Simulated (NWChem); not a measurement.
System: CH3NO3Si; SMILES C(=N[SiH](O)O)=O

Here is an NWChem input.

```
start job
memory heap 200 mb stack 900 mb global 1100 mb
geometry units angstroms noautosym nocenter noautoz
  Si    -0.055983     0.949409     0.435508
  O     -1.475184     1.526022    -0.202869
  O      1.230974     1.796797    -0.202106
  N      0.218906    -0.723759     0.043358
  C      0.132602    -1.927756    -0.066802
  O      0.081791    -3.101188    -0.194735
  H     -0.201042     1.081325     1.908454
  H     -1.475513     1.660255    -1.167218
  H      2.009145     1.252073    -0.412131
end
basis spherical
  * library 6-31g*
end
dft
  xc hfexch
  iterations 150
end
property
  efieldgrad
end
task dft property
```

NWChem printed, in part:

```
             Northwest Computational Chemistry Package (NWChem) 7.3.0
             --------------------------------------------------------

                             Geometry "geometry" -> ""
                             -------------------------

 Output coordinates in angstroms (scale by  1.889725989 to convert to a.u.)

  No.       Tag          Charge          X              Y              Z
 ---- ---------------- ---------- -------------- -------------- --------------
    1 Si                  14.0000    -0.05598300     0.94940900     0.43550800
    2 O                    8.0000    -1.47518400     1.52602200    -0.20286900
    3 O                    8.0000     1.23097400     1.79679700    -0.20210600
    4 N                    7.0000     0.21890600    -0.72375900     0.04335800
    5 C                    6.0000     0.13260200    -1.92775600    -0.06680200
    6 O                    8.0000     0.08179100    -3.10118800    -0.19473500
    7 H                    1.0000    -0.20104200     1.08132500     1.90845400
    8 H                    1.0000    -1.47551300     1.66025500    -1.16721800
    9 H                    1.0000     2.00914500     1.25207300    -0.41213100

 Effective nuclear repulsion energy (a.u.)     279.3537223893

  xc_inp: hfexch multiplicative factor not found.
                              NWChem Property Module
                              ----------------------

  itol2e modified to match energy
  convergence criterion.

                                 NWChem DFT Module
                                 -----------------

 Summary of "ao basis" -> "ao basis" (spherical)
 ------------------------------------------------------------------------------
       Tag                 Description            Shells   Functions and Types
 ---------------- ------------------------------  ------  ---------------------
 Si                          6-31g*                  8       18   4s3p1d
 O                           6-31g*                  6       14   3s2p1d
 N                           6-31g*                  6       14   3s2p1d
 C                           6-31g*                  6       14   3s2p1d
 H                           6-31g*                  2        2   2s

  itol2e modified to match energy
  convergence criterion.

            General Information
            -------------------
          SCF calculation type: DFT
          Wavefunction type:  closed shell.
          No. of atoms     :     9
          No. of electrons :    54
           Alpha electrons :    27
            Beta electrons :    27
          Charge           :     0
          Spin multiplicity:     1
          Use of symmetry is: off; symmetry adaption is: off
          Maximum number of iterations: 150
          AO basis - number of functions:    94
                     number of shells:    44
          Convergence on energy requested:  1.00D-07
          Convergence on density requested:  1.00D-05
          Convergence on gradient requested:  5.00D-04

              XC Information
              --------------
                     Hartree-Fock (Exact) Exchange  1.000

      Superposition of Atomic Density Guess
      -------------------------------------

 Sum of atomic energies:        -606.52905423

      Non-variational initial energy
      ------------------------------

 Total energy =    -608.768538
 1-e energy   =   -1391.000894
 2-e energy   =     502.878634
 HOMO         =      -0.374719
 LUMO         =       0.059208

   convergence    iter        energy       DeltaE   RMS-Dens  Diis-err
 ---------------- ----- ----------------- --------- --------- ---------
 d= 0,ls=0.0,diis     1   -607.5600087387 -8.87D+02  8.72D-03  1.33D+00
 d= 0,ls=0.0,diis     2   -607.6590220312 -9.90D-02  3.58D-03  4.81D-01
 d= 0,ls=0.0,diis     3   -607.7038736198 -4.49D-02  8.50D-04  1.12D-02
 d= 0,ls=0.0,diis     4   -607.7051532304 -1.28D-03  3.26D-04  2.01D-03
 d= 0,ls=0.0,diis     5   -607.7053783369 -2.25D-04  8.43D-05  1.00D-04
  Resetting Diis
 d= 0,ls=0.0,diis     6   -607.7053919896 -1.37D-05  2.31D-05  3.00D-06
 d= 0,ls=0.0,diis     7   -607.7053926762 -6.87D-07  6.93D-06  7.12D-07
 d= 0,ls=0.0,diis     8   -607.7053927458 -6.96D-08  2.57D-06  2.41D-07

         Total DFT energy =     -607.705392745762
      One electron energy =    -1393.672244354580
           Coulomb energy =      564.674552143426
    Exchange-Corr. energy =      -58.061422923860
 Nuclear repulsion energy =      279.353722389253

 Numeric. integr. density =        0.000000000000

                       DFT Final Molecular Orbital Analysis
                       ------------------------------------

 Vector   25  Occ=2.000000D+00  E=-5.041764D-01
              MO Center=  4.2D-01,  1.3D+00,  3.1D-01, r^2= 3.2D+00
   Bfn.  Coefficient  Atom+Function         Bfn.  Coefficient  Atom+Function
  ----- ------------  ---------------      ----- ------------  ---------------
    37      0.432292  3 O  pz                41      0.354408  3 O  pz
    90     -0.253527  7 H  s                 21      0.198102  2 O  px
    89     -0.174485  7 H  s                  9     -0.171265  1 Si pz
    35      0.155248  3 O  px                25      0.147554  2 O  px
    39      0.128865  3 O  px                52      0.099312  4 N  s

 Vector   26  Occ=2.000000D+00  E=-4.560171D-01
              MO Center=  9.3D-02, -1.3D+00, -4.4D-02, r^2= 2.9D+00
   Bfn.  Coefficient  Atom+Function         Bfn.  Coefficient  Atom+Function
  ----- ------------  ---------------      ----- ------------  ---------------
    49      0.426287  4 N  px                53      0.372552  4 N  px
    77     -0.350214  6 O  px                81     -0.276690  6 O  px
    22     -0.173148  2 O  py                26     -0.140581  2 O  py
    51      0.126699  4 N  pz                55      0.112117  4 N  pz
    79     -0.103705  6 O  pz                36      0.085687  3 O  py

 Vector   27  Occ=2.000000D+00  E=-4.517420D-01
              MO Center=  1.4D-01, -1.1D+00,  1.4D-01, r^2= 3.2D+00
   Bfn.  Coefficient  Atom+Function         Bfn.  Coefficient  Atom+Function
  ----- ------------  ---------------      ----- ------------  ---------------
    51      0.416288  4 N  pz                55      0.369080  4 N  pz
    79     -0.338893  6 O  pz                83     -0.267837  6 O  pz
    90     -0.187700  7 H  s                 89     -0.122074  7 H  s
    49     -0.117655  4 N  px                 9     -0.102789  1 Si pz
    53     -0.102834  4 N  px                77      0.095100  6 O  px

[...]

          -----------------------
          Electric field gradient
          -----------------------

 1 a.u. = 0.324123 10**(16) esu/cm**3  ( or statvolts/cm**2 ) = 0.97174 10**(22) v/m**2

 ------------------------------------------------------------
   Atom      X         Y         Z
 ------------------------------------------------------------
    1 Si  -0.10579   1.79412   0.82299
 ------------------------------------------------------------

 Electric field gradient in molecular frame (a.u.)
         XX             YY             ZZ             XY             XZ             YZ
 ------------------------------------------------------------------------------------------
       -0.044403      -0.384977       0.429380      -0.007597      -0.051725      -0.043133

 Principal components (a.u.) and orientation
 of principal axis w.r.t. absolute frame                      Asymmetry parameter eta
 --------------------------------------------------------------------------------------
        0.437115      -0.387568      -0.049547                       0.773301

       -0.105870       0.030328       0.993917
       -0.051124       0.998047      -0.035900
        0.993065       0.054614       0.104113

 ------------------------------------------------------------
   Atom      X         Y         Z
 ------------------------------------------------------------
    2 O   -2.78769   2.88376  -0.38337
 ------------------------------------------------------------

 Electric field gradient in molecular frame (a.u.)
         XX             YY             ZZ             XY             XZ             YZ
 ------------------------------------------------------------------------------------------
        0.274381       0.948749      -1.223130       0.388039      -0.370821       0.454499

 Principal components (a.u.) and orientation
 of principal axis w.r.t. absolute frame                      Asymmetry parameter eta
 --------------------------------------------------------------------------------------
       -1.430546       1.157465       0.273081                       0.618214

        0.255106       0.356138       0.898936
       -0.221400       0.926512      -0.304233
        0.941224       0.121413      -0.315208

 ------------------------------------------------------------
   Atom      X         Y         Z
 ------------------------------------------------------------
    3 O    2.32620   3.39545  -0.38192
 ------------------------------------------------------------

 Electric field gradient in molecular frame (a.u.)
         XX             YY             ZZ             XY             XZ             YZ
 ------------------------------------------------------------------------------------------
       -1.019146       0.162620       0.856526       0.541461       0.749968      -0.010680

 Principal components (a.u.) and orientation
 of principal axis w.r.t. absolute frame                      Asymmetry parameter eta
 --------------------------------------------------------------------------------------
       -1.447664       1.151989       0.295675                       0.591515

        0.904805       0.362303       0.223750
       -0.306205       0.188427       0.933131
       -0.295915       0.912815      -0.281429

 ------------------------------------------------------------
   Atom      X         Y         Z
 ------------------------------------------------------------
    4 N    0.41367  -1.36771   0.08193
 ------------------------------------------------------------

 Electric field gradient in molecular frame (a.u.)
         XX             YY             ZZ             XY             XZ             YZ
 ------------------------------------------------------------------------------------------
        0.243738      -0.480678       0.236940      -0.028501      -0.001888      -0.080489

 Principal components (a.u.) and orientation
 of principal axis w.r.t. absolute frame                      Asymmetry parameter eta
 --------------------------------------------------------------------------------------
       -0.490704       0.246710       0.243994                       0.005535

        0.038824       0.559940       0.827623
        0.993177      -0.112768       0.029704
        0.109962       0.820823      -0.560498

 ------------------------------------------------------------
   Atom      X         Y         Z
 ------------------------------------------------------------
    5 C    0.25058  -3.64293  -0.12624
 ------------------------------------------------------------

 Electric field gradient in molecular frame (a.u.)
         XX             YY             ZZ             XY             XZ             YZ
 ------------------------------------------------------------------------------------------
       -0.288131       0.551870      -0.263739       0.016572       0.005352       0.099801

 Principal components (a.u.) and orientation
 of principal axis w.r.t. absolute frame                      Asymmetry parameter eta
 --------------------------------------------------------------------------------------
        0.564247      -0.289294      -0.274954                       0.025415

        0.020051       0.970802       0.239041
        0.992599       0.009313      -0.121081
        0.119772      -0.239700       0.963431

 ------------------------------------------------------------
   Atom      X         Y         Z
 ------------------------------------------------------------
    6 O    0.15456  -5.86040  -0.36800
 ------------------------------------------------------------

 Electric field gradient in molecular frame (a.u.)
         XX             YY             ZZ             XY             XZ             YZ
 ------------------------------------------------------------------------------------------
        0.451085      -0.915054       0.463969      -0.054609      -0.001736      -0.158533

 Principal components (a.u.) and orientation
 of principal axis w.r.t. absolute frame                      Asymmetry parameter eta
 --------------------------------------------------------------------------------------
       -0.935183       0.482627       0.452557                       0.032154

        0.039253       0.148845       0.988081
        0.992871      -0.117187      -0.021790
        0.112547       0.981892      -0.152383

 ------------------------------------------------------------
   Atom      X         Y         Z
 ------------------------------------------------------------
    7 H   -0.37991   2.04341   3.60646
 ------------------------------------------------------------

 Electric field gradient in molecular frame (a.u.)
         XX             YY             ZZ             XY             XZ             YZ
 ------------------------------------------------------------------------------------------
        0.071197       0.070308      -0.141504       0.001669       0.019236      -0.018576

 Principal components (a.u.) and orientation
 of principal axis w.r.t. absolute frame                      Asymmetry parameter eta
 --------------------------------------------------------------------------------------
       -0.144846       0.072922       0.071924                       0.006890

       -0.089018       0.996015       0.005544
        0.086360       0.002173       0.996262
        0.992279       0.089164      -0.086209

 ------------------------------------------------------------
   Atom      X         Y         Z
 ------------------------------------------------------------
    8 H   -2.78832   3.13743  -2.20572
 ------------------------------------------------------------

 Electric field gradient in molecular frame (a.u.)
         XX             YY             ZZ             XY             XZ             YZ
 ------------------------------------------------------------------------------------------
        0.211344       0.224161      -0.435505       0.012601      -0.002063       0.093987

 Principal components (a.u.) and orientation
 of principal axis w.r.t. absolute frame                      Asymmetry parameter eta
 --------------------------------------------------------------------------------------
       -0.448656       0.242125       0.206531                       0.079335

        0.005739       0.368530       0.929598
       -0.138452       0.920953      -0.364248
        0.990353       0.126614      -0.056309

 ------------------------------------------------------------
   Atom      X         Y         Z
 ------------------------------------------------------------
    9 H    3.79673   2.36607  -0.77881
 ------------------------------------------------------------

 Electric field gradient in molecular frame (a.u.)
         XX             YY             ZZ             XY             XZ             YZ
 ------------------------------------------------------------------------------------------
       -0.210870       0.005791       0.205079       0.295645       0.126153      -0.073648

 Principal components (a.u.) and orientation
 of principal axis w.r.t. absolute frame                      Asymmetry parameter eta
 --------------------------------------------------------------------------------------
       -0.449787       0.241980       0.207807                       0.075976

        0.802444       0.373146       0.465668
       -0.555837       0.183497       0.810786
       -0.217093       0.909445      -0.354655
```

Level: Hartree-Fock/6-31G* (spherical d). The geometry was optimised at PBE-D3(BJ)/def2-SVP. NWChem prints the field gradient with the sign opposite to the second derivative of the potential.
